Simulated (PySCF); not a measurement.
Species: C5H13AlO2S.
SMILES with atom numbers: `[CH3:1][S@@:2](=[O:3])[C@H:4]1[CH2:5][CH2:6][CH2:7][O+:8]1[AlH3-:9]`

Definitions: NICS(0) = −σiso at the ring centroid; NICS(1) = −σiso and NICS(1)zz = −σzz at ±1 Å along the ring normal z. Level: GIAO PBE0/pcSseg-1 (PySCF, non-relativistic, gas phase) on the PBE0-D3(BJ)/def2-SVP geometry, one conformer.

Ring bond lengths (Å), with Mayer bond orders in brackets: C4–C5 1.531 (1.00), C5–C6 1.531 (1.04), C6–C7 1.512 (1.03), C7–O8 1.450 (0.78), O8–C4 1.423 (0.81).

Question: What do the NICS probes read (ppm)?

Answer: 
```json
{"ring": "C4–C5–C6–C7–O8", "type": "5-membered ring with O; formal bonds all single", "NICS(0)": "-8.6", "NICS(1), two faces": "-4.2 / -3.5", "NICS(1)zz, two faces": "-6.4 / -7.5", "rms pucker (Å)": "0.17", "centre to ring atoms, mean (Å)": "1.25"}
```

Question: What do they say, and how far can they be read as aromaticity?

Answer: 
- C4–C5–C6–C7–O8: mean NICS(1)zz -7.0 ppm, shielded. C4, C5, C6, C7 have four or more neighbours; no verdict on aromaticity is drawn.

Question: What field does 9.4 T along the ring normal induce along that normal at the first NICS(1) probe listed for ring C4–C5–C6–C7–O8, 1 Å off the ring?

Answer: NICSzz × B0 = -6.4 ppm × 9.4 T = -60 μT, against the applied field.

Question: How do the values depend on the level or the medium?

Answer: 
```tsv
level	NICS(0), C4–C5–C6–C7–O8	mean NICS(1)zz, C4–C5–C6–C7–O8
PBE0/pcSseg-1, gas	-8.6	-7.0
WP04/pcSseg-1, gas	-7.9	-5.9
PBE0/pcSseg-1, IEF-PCM benzene	-8.6	-7.0
PBE0/pcSseg-1, IEF-PCM water	-8.5	-7.0
```

The geometry is the same throughout; the continuum's cavity takes Bondi-type radii × 1.2.
